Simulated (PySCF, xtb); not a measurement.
H₄P, SMILES [PH4+], charge +1.

GFN2-xTB (xtb 6.7.1) at its own geometry gives an orbital gap of 8.49 eV.

Geometry optimised at TPSSh-D3(BJ)/def2-TZVPD. The isomer is the one that the SMILES or the coordinates give; other isomers of the formula were not compared.

Problem. What does M06-2X/def2-TZVPD run with PySCF give? (Estimate from the structure and the level; the computed values follow.)

Solution. gap 15.34 eV (levels -20.51 and -5.17 eV).
